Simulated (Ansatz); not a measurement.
Basis-set extrapolation for `C[SiH2]C(O)F` (PBE0-D4/def2-TZVP geometry, frozen core, the Gaussian-basis code of Ansatz). Multiplicity 1, RHF reference.

```
                      def2-TZVPP   def2-QZVPP
                 HF  -543.164504  -543.185109
    MP2 correlation    -0.961713    -1.037568
CCSD(T) correlation    -1.039308      not run
```

Energies in hartree. Use E(X) = E(∞) + A·exp(−7.88·√X) for Hartree–Fock and E(X) = E(∞) + B·X^(−2.97) for correlation, with X = 3 and 4, and add CCSD(T) minus MP2 of the smaller set to the MP2 limit.

Problem. What is the CCSD(T) energy at the basis-set limit?

Solution. HF limit: -543.185109 + (-0.020605) × 0.13774 = -543.18795. MP2 limit: -1.037568 + (-0.075855) × 0.74074 = -1.09376. Higher-order term: -1.039308 − (-0.961713) = -0.07759. Total: -544.35930 hartree, 4.23 eV below CCSD(T)/def2-TZVPP.
